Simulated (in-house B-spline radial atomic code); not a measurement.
Ionising the tin ion Sn⁶⁺ with different functionals

Computed with a radial B-spline atomic code at the basis-set limit: non-relativistic Hamiltonian, point nucleus, spin-polarised at highest spin, spherical fractional occupations for the functionals, and exact exchange of hybrids averaged over the configuration. The ionisation energy is the difference of two self-consistent energies, [Kr] 4d8 → [Kr] 4d7, without Breit or QED terms; ε is the level of the shell that loses the electron (its least bound occupied spin orbital). There is no spin-orbit coupling in this Hamiltonian.

| method | rung | ΔSCF (eV) | -ε(4d) (eV) |
| --- | --- | --- | --- |
| PBE0 | global hybrid | 116.53 | 109.34 |
| B3LYP | global hybrid | 116.56 | 108.78 |
| TPSSh | global hybrid | 116.46 | 107.55 |
| M06-2X | global hybrid | 116.60 | 112.63 |
| BHandHLYP | global hybrid | 116.29 | 111.98 |
| r2SCAN0 | global hybrid | 116.54 | 109.45 |
| B97-1 | global hybrid | ? | ? |
| HSE06 | range-separated hybrid | ? | ? |
| wB97X | range-separated hybrid | 116.39 | 111.73 |
| CAM-B3LYP | range-separated hybrid | 116.50 | 110.76 |
| LC-wPBE | range-separated hybrid | 116.56 | 111.96 |

(1) What does HSE06 give?

(2) What does B97-1 give?

(3) Among the functionals, which spreads more, the ΔSCF values or the orbital energies?

(4) How do they compare with the NIST value?

## Answers

(1) ΔSCF 116.49 eV, and -ε(4d) = 108.88 eV.

(2) ΔSCF 116.56 eV, and -ε(4d) = 108.87 eV.

(3) The orbital energies: ΔSCF values span about 0.30 eV and the orbital energies 5.08 eV; here energy differences depend much less on the functional than eigenvalues do.

(4) NIST lists 113 eV ± 2 (tabulated theory, ground level to ground level). Errors run from +3.39 to +3.70 eV; all lie within about twice that uncertainty, so the table can't rank the methods.
